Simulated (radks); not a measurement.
Spherical quantum dot in the effective-mass picture: electrons in a well V = -V0 / (1 + exp((r - R)/a)) with V0 = 4.36, R = 5.92, a = 0.19, with a point charge +1 (a donor) at the centre, all in effective atomic units (hartree* = m*/eps^2 hartree, bohr* = eps/m* bohr), one dielectric constant everywhere. Calculated with a radial shooting solver with Libxc functionals: non-relativistic Kohn-Sham, r2SCAN, spin-polarised, spherical densities, generalised Kohn-Sham scheme. Levels are named by radial order and angular momentum (1s, 1p, 1d, 2s, ...), and open shells are averaged over m. Results are scaled to m* = 0.035 and eps = 17.3, for which hartree* = 3.182 meV and bohr* = 26.16 nm.

N = 2, configuration 1s2. This is the lowest configuration that the search found. Occupied and some empty levels:

level,occupation,eigenvalue (meV),<r> (nm)
1s,2,-13.451,52.83
1p,0,-12.573,90.08
2s,0,-12.282,82.28
1d,0,-11.898,100.7

Energy (meV): total -29.3224, kinetic 1.8958, external -32.574, Hartree 2.9355, exchange-correlation -1.5798.
